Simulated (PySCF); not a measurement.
PySCF input for VOCl2, SMILES [O]=[V]([Cl])[Cl] (connectivity only; charge and spin as stated), neutral, multiplicity 2, TDA-M06-2X/def2-SVPD. Geometry: ωB97X-D3(BJ)/def2-SVP. The spin state was assumed, not searched.

```python
import numpy as np
from pyscf import gto, scf, dft, tdscf

mol = gto.M(
    atom='''
    V     0.00000000    0.00000001   -0.32825373
    O     0.00000000    0.00000001   -1.85795289
    Cl    0.00000000   -1.92543885    0.65921938
    Cl    0.00000000    1.92543883    0.65921939
    ''',
    basis='def2-SVPD',
    charge=0,
    spin=1,
    max_memory=1600,
    verbose=4,
)
mf = dft.UKS(mol, xc='m06-2x').density_fit(auxbasis='def2-universal-jkfit')
mf.grids.level = 4
mf.conv_tol = 1e-9
mf.max_cycle = 100
mf.kernel()
fine, coarse = mf.grids, dft.Grids(mol).set(level=1).build(with_non0tab=True)
for _ in range(3):  # follow internal instabilities
    mf.grids = coarse
    mo, _, stable, _ = mf.stability(return_status=True, nroots=4)
    mf.grids = fine
    if stable:
        break
    mf.kernel(mf.make_rdm1(mo, mf.mo_occ))
mf.grids = dft.Grids(mol).set(level=2).build(with_non0tab=True)  # coarser grid for the response kernel
td = tdscf.TDA(mf)
td.nstates = 10
td.conv_tol = 1e-4
td.positive_eig_threshold = 1e-6
td.kernel(x0=td.get_init_guess(mf, 15))
td.analyze()
```

Log of the run:

```
PySCF version 2.14.0

[INPUT] verbose = 4
[INPUT] num. atoms = 4
[INPUT] num. electrons = 65
[INPUT] charge = 0
[INPUT] spin (= nelec alpha-beta = 2S) = 1
[INPUT] symmetry False subgroup None
[INPUT] Mole.unit = angstrom
[INPUT] Symbol           X                Y                Z      unit          X                Y                Z       unit  Magmom
[INPUT]  1 V      0.000000000000   0.000000010000  -0.328253730000 AA    0.000000000000   0.000000018897  -0.620309649067 Bohr   0.0
[INPUT]  2 O      0.000000000000   0.000000010000  -1.857952890000 AA    0.000000000000   0.000000018897  -3.511022114444 Bohr   0.0
[INPUT]  3 Cl     0.000000000000  -1.925438850000   0.659219380000 AA    0.000000000000  -3.638552096098   1.245744084206 Bohr   0.0
[INPUT]  4 Cl     0.000000000000   1.925438830000   0.659219390000 AA    0.000000000000   3.638552058303   1.245744103103 Bohr   0.0

nuclear repulsion = 340.021126860968
number of shells = 43
number of NR pGTOs = 199
number of NR cGTOs = 111
basis = def2-SVPD
ecp = {}


[settings echo left out]
init E= -1939.04495424022
  alpha nocc = 33  HOMO = -0.231866578209711  LUMO = -0.215415194336384
  beta  nocc = 32  HOMO = -0.441942261473327  LUMO = -0.231866578209712

WARN: HOMO -0.231866578209711 >= LUMO -0.231866578209712

cycle= 1 E= -1938.91574135941  delta_E= 0.129  |g|= 0.796  |ddm|= 2.17
  alpha nocc = 33  HOMO = -0.382865532351873  LUMO = -0.33170001592663
  beta  nocc = 32  HOMO = -0.379434833560462  LUMO = -0.336700245696101
  HOMO = -0.37943483356  LUMO = -0.336700245696  gap/eV = 1.16287
cycle= 2 E= -1932.83692941045  delta_E= 6.08  |g|= 4.28  |ddm|=  2.3
  alpha nocc = 33  HOMO = -0.378037402985607  LUMO = -0.120082555352729
  beta  nocc = 32  HOMO = -0.380195960674059  LUMO = -0.142232587430836
  HOMO = -0.378037402986  LUMO = -0.142232587431  gap/eV = 6.41658
cycle= 3 E= -1939.11307460336  delta_E= -6.28  |g|= 0.482  |ddm|= 1.73
  alpha nocc = 33  HOMO = -0.402389000002778  LUMO = -0.133206399458228
  beta  nocc = 32  HOMO = -0.401890290818067  LUMO = -0.140144630813834
  HOMO = -0.401890290818  LUMO = -0.140144630814  gap/eV = 7.12246
cycle= 4 E= -1939.1848533749  delta_E= -0.0718  |g|= 0.149  |ddm|= 0.273
  alpha nocc = 33  HOMO = -0.398418126508561  LUMO = -0.100531791917284
  beta  nocc = 32  HOMO = -0.406432292745179  LUMO = -0.109591562302657
  HOMO = -0.398418126509  LUMO = -0.109591562303  gap/eV = 7.85937
cycle= 5 E= -1939.19412316761  delta_E= -0.00927  |g|= 0.0672  |ddm|= 0.128
  alpha nocc = 33  HOMO = -0.39814164347984  LUMO = -0.0943246136383622
  beta  nocc = 32  HOMO = -0.401759116401184  LUMO = -0.108022615918003
  HOMO = -0.39814164348  LUMO = -0.108022615918  gap/eV = 7.89454
cycle= 6 E= -1939.19612089101  delta_E= -0.002  |g|= 0.0122  |ddm|= 0.0578
  alpha nocc = 33  HOMO = -0.40073100115353  LUMO = -0.0946804286737759
  beta  nocc = 32  HOMO = -0.403906234897966  LUMO = -0.108246140507372
  HOMO = -0.400731001154  LUMO = -0.108246140507  gap/eV = 7.95892
cycle= 7 E= -1939.19632406581  delta_E= -0.000203  |g|= 0.00623  |ddm|= 0.0288
  alpha nocc = 33  HOMO = -0.400833210739503  LUMO = -0.0938429105268548
  beta  nocc = 32  HOMO = -0.403769437990125  LUMO = -0.107958965409268
  HOMO = -0.40083321074  LUMO = -0.107958965409  gap/eV = 7.96951
cycle= 8 E= -1939.19643956878  delta_E= -0.000116  |g|= 0.00337  |ddm|= 0.0205
  alpha nocc = 33  HOMO = -0.400759665025873  LUMO = -0.093141219664302
  beta  nocc = 32  HOMO = -0.404044096646134  LUMO = -0.107985261278742
  HOMO = -0.400759665026  LUMO = -0.107985261279  gap/eV = 7.96680
cycle= 9 E= -1939.19649735503  delta_E= -5.78e-05  |g|= 0.00312  |ddm|= 0.0176
  alpha nocc = 33  HOMO = -0.400360995560482  LUMO = -0.0922899872342602
  beta  nocc = 32  HOMO = -0.403967288486626  LUMO = -0.107596423418818
  HOMO = -0.40036099556  LUMO = -0.107596423419  gap/eV = 7.96653
cycle= 10 E= -1939.19651623157  delta_E= -1.89e-05  |g|= 0.00116  |ddm|= 0.0109
  alpha nocc = 33  HOMO = -0.400377811345753  LUMO = -0.0923562786841563
  beta  nocc = 32  HOMO = -0.404044074183113  LUMO = -0.107650049475419
  HOMO = -0.400377811346  LUMO = -0.107650049475  gap/eV = 7.96553
cycle= 11 E= -1939.19651907125  delta_E= -2.84e-06  |g|= 0.00039  |ddm|= 0.00393
  alpha nocc = 33  HOMO = -0.400377770811998  LUMO = -0.0923196457810547
  beta  nocc = 32  HOMO = -0.40401513892909  LUMO = -0.107637938591308
  HOMO = -0.400377770812  LUMO = -0.107637938591  gap/eV = 7.96586
cycle= 12 E= -1939.19651977504  delta_E= -7.04e-07  |g|= 0.000177  |ddm|= 0.00201
  alpha nocc = 33  HOMO = -0.400394810702191  LUMO = -0.0923322072396768
  beta  nocc = 32  HOMO = -0.404027657284671  LUMO = -0.107635773927364
  HOMO = -0.400394810702  LUMO = -0.107635773927  gap/eV = 7.96638
cycle= 13 E= -1939.19651989154  delta_E= -1.16e-07  |g|= 8.29e-05  |ddm|= 0.000887
  alpha nocc = 33  HOMO = -0.40041220307903  LUMO = -0.0923541831731547
  beta  nocc = 32  HOMO = -0.404023210333915  LUMO = -0.107647130354661
[...]
  HOMO = -0.381384951672  LUMO = -0.119866309323  gap/eV = 7.11628
cycle= 92 E= -1939.19036644272  delta_E= -3.96e-05  |g|= 0.00282  |ddm|= 0.0138
  alpha nocc = 33  HOMO = -0.381680296951769  LUMO = -0.0740719527404785
  beta  nocc = 32  HOMO = -0.397692181603442  LUMO = -0.119871113770402
  HOMO = -0.381680296952  LUMO = -0.11987111377  gap/eV = 7.12419
cycle= 93 E= -1939.19015949491  delta_E= 0.000207  |g|= 0.00412  |ddm|= 0.0658
  alpha nocc = 33  HOMO = -0.382665246132304  LUMO = -0.073719918941697
  beta  nocc = 32  HOMO = -0.397475758433168  LUMO = -0.120093694109654
  HOMO = -0.382665246132  LUMO = -0.12009369411  gap/eV = 7.14494
cycle= 94 E= -1939.19006273688  delta_E= 9.68e-05  |g|= 0.00538  |ddm|= 0.0243
  alpha nocc = 33  HOMO = -0.381869094498763  LUMO = -0.0750181729634871
  beta  nocc = 32  HOMO = -0.398236262521514  LUMO = -0.119754885324061
  HOMO = -0.381869094499  LUMO = -0.119754885324  gap/eV = 7.13249
cycle= 95 E= -1939.19043949163  delta_E= -0.000377  |g|= 0.00357  |ddm|= 0.119
  alpha nocc = 33  HOMO = -0.384776342118704  LUMO = -0.0727087856975381
  beta  nocc = 32  HOMO = -0.397043388261411  LUMO = -0.120424955213814
  HOMO = -0.384776342119  LUMO = -0.120424955214  gap/eV = 7.19337
cycle= 96 E= -1939.18979031482  delta_E= 0.000649  |g|= 0.0084  |ddm|= 0.175
  alpha nocc = 33  HOMO = -0.382315236583889  LUMO = -0.0760214179251895
  beta  nocc = 32  HOMO = -0.398822090143967  LUMO = -0.11952700772118
  HOMO = -0.382315236584  LUMO = -0.119527007721  gap/eV = 7.15083
cycle= 97 E= -1939.19063296918  delta_E= -0.000843  |g|= 0.00226  |ddm|= 0.258
  alpha nocc = 33  HOMO = -0.383870488429699  LUMO = -0.0769533576972345
  beta  nocc = 32  HOMO = -0.399299307608892  LUMO = -0.119517355838931
  HOMO = -0.38387048843  LUMO = -0.119517355839  gap/eV = 7.19342
cycle= 98 E= -1939.19081813334  delta_E= -0.000185  |g|= 0.00283  |ddm|= 0.0763
  alpha nocc = 33  HOMO = -0.381803713693138  LUMO = -0.0749609657889119
  beta  nocc = 32  HOMO = -0.398171331205367  LUMO = -0.11989116912158
  HOMO = -0.381803713693  LUMO = -0.119891169122  gap/eV = 7.12700
cycle= 99 E= -1939.19038768728  delta_E= 0.00043  |g|= 0.00305  |ddm|= 0.181
  alpha nocc = 33  HOMO = -0.383615709235999  LUMO = -0.0735107023438801
  beta  nocc = 32  HOMO = -0.397420193857437  LUMO = -0.120307154879728
  HOMO = -0.383615709236  LUMO = -0.12030715488  gap/eV = 7.16499
cycle= 100 E= -1939.19003189804  delta_E= 0.000356  |g|= 0.00634  |ddm|= 0.104
SCF not converged.
SCF energy = -1939.19003189804 after 100 cycles  <S^2> = 0.77212396  2S+1 = 2.0220029
uhf_internal: lowest eigs of H = [0.01888729 0.12442164 0.18658792 0.19993958]
<class 'pyscf.df.df_jk.DFUKS'> wavefunction is stable in the internal stability analysis
tot grids = 47992
Overwritten attributes  positive_eig_threshold  of <class 'pyscf.tdscf.uks.TDA'>


******** <class 'pyscf.tdscf.uks.TDA'> for <class 'pyscf.df.df_jk.DFUKS'> ********
nstates = 10
deg_eia_thresh = 1.000e-03
wfnsym = None
conv_tol = 0.0001
eigh lindep = 1e-12
eigh level_shift = 0
eigh max_cycle = 100

WARN: Ground state SCF is not converged



Excitation energies (eV)
[0.74369815 1.95175888 3.0148035  3.86987207 4.09931856 4.22345565
 4.32116374 4.42834129 4.47779676 4.56936292]

** Excitation energies and oscillator strengths **
Excited State   1:      0.74370 eV   1667.13 nm  f=0.0001
      24a ->   34a      0.14158
      26a ->   34a     -0.60203
      26a ->   37a     -0.10206
      26a ->   38a      0.11954
      28a ->   34a     -0.22633
      33a ->   34a      0.69678
      33a ->   37a      0.10819
      33a ->   38a     -0.10710
Excited State   2:      1.95176 eV    635.24 nm  f=0.0036
      24a ->   35a     -0.13457
      26a ->   35a      0.59386
      28a ->   35a      0.23504
      33a ->   35a     -0.73324
Excited State   3:      3.01480 eV    411.25 nm  f=0.0005
      24a ->   36a      0.11511
      26a ->   36a     -0.59034
      28a ->   36a     -0.22491
      33a ->   36a      0.74420
Excited State   4:      3.86987 eV    320.38 nm  f=0.0013
      24a ->   37a      0.11189
      26a ->   37a     -0.50851
      28a ->   37a     -0.19589
      33a ->   34a     -0.14377
      33a ->   37a      0.77835
Excited State   5:      4.09932 eV    302.45 nm  f=0.0007
      25a ->   34a      0.15912
      29a ->   34a     -0.16941
      31a ->   35a     -0.10509
      32a ->   34a      0.93425
      32b ->   33b     -0.20218
Excited State   6:      4.22346 eV    293.56 nm  f=0.0016
      32a ->   34a      0.20003
      25b ->   33b      0.10411
      28b ->   33b     -0.10936
      32b ->   33b      0.95646
Excited State   7:      4.32116 eV    286.92 nm  f=0.0001
      24a ->   34a     -0.10671
      25a ->   35a     -0.36864
      29a ->   35a      0.33048
      31a ->   34a      0.42871
      32a ->   35a     -0.68105
      29b ->   33b     -0.21387
Excited State   8:      4.42834 eV    279.98 nm  f=0.0005
      25a ->   35a      0.21892
      26a ->   34a     -0.13044
      28a ->   34a     -0.11030
      29a ->   35a     -0.15567
      31a ->   34a      0.36986
      32a ->   35a      0.28912
      33a ->   34a     -0.15071
      29b ->   33b     -0.71780
      30b ->   33b      0.28245
Excited State   9:      4.47780 eV    276.89 nm  f=0.0000
      24a ->   34a      0.20676
      25a ->   35a     -0.14819
      29a ->   35a      0.14627
      31a ->   34a     -0.55387
      32a ->   35a     -0.20481
      33a ->   34a     -0.11595
      24b ->   33b     -0.13173
      29b ->   33b     -0.19954
      30b ->   33b      0.67790
Excited State  10:      4.56936 eV    271.34 nm  f=0.0001
      24a ->   35a      0.27607
      30a ->   34a     -0.51337
      31a ->   35a     -0.34921
      26b ->   33b     -0.10222
      29b ->   35b      0.10309
      31b ->   33b      0.66790
      31b ->   34b     -0.11618

** Transition electric dipole moments (AU) **
state          X           Y           Z        Dip. S.      Osc.
  1        -0.0000     -0.0001      0.0570      0.0033      0.0001
  2         0.0471      0.2706      0.0000      0.0755      0.0036
  3         0.0015      0.0794     -0.0000      0.0063      0.0005
  4        -0.0001     -0.0001     -0.1161      0.0135      0.0013
  5        -0.0174     -0.0816      0.0001      0.0070      0.0007
  6         0.0181     -0.1217      0.0002      0.0151      0.0016
  7         0.0001     -0.0004      0.0277      0.0008      0.0001
  8         0.0011      0.0005      0.0667      0.0044      0.0005
  9         0.0004      0.0001      0.0034      0.0000      0.0000
 10         0.0243     -0.0095     -0.0009      0.0007      0.0001

** Transition velocity dipole moments (imaginary part, AU) **
state          X           Y           Z        Dip. S.      Osc.
  1        -0.0000     -0.0000     -0.0027      0.0000      0.0002
  2        -0.0025      0.0165      0.0000      0.0003      0.0026
  3         0.0103      0.0024      0.0000      0.0001      0.0007
  4        -0.0000     -0.0000      0.0032      0.0000      0.0000
  5        -0.0001     -0.0041     -0.0000      0.0000      0.0001
  6        -0.0008     -0.0087     -0.0000      0.0001      0.0003
  7        -0.0000     -0.0000     -0.0047      0.0000      0.0001
  8        -0.0000      0.0000     -0.0033      0.0000      0.0000
  9        -0.0000      0.0000      0.0071      0.0001      0.0002
 10        -0.0045      0.0031      0.0001      0.0000      0.0001

** Transition magnetic dipole moments (imaginary part, AU) **
state          X           Y           Z
  1         0.0005     -0.0003     -1.4756
  2        -0.6662      0.3542     -0.0011
  3        -0.2449     -0.8032      0.0000
  4         0.0001      0.0001     -0.5278
  5        -0.2239     -0.1808      0.0007
  6        -0.3373     -0.1546      0.0009
  7        -0.0007     -0.0007     -0.2817
  8         0.0005      0.0016      0.5262
  9         0.0000     -0.0068      0.2421
 10         0.0040     -0.5079     -0.0045
```

Convergence was not reached.
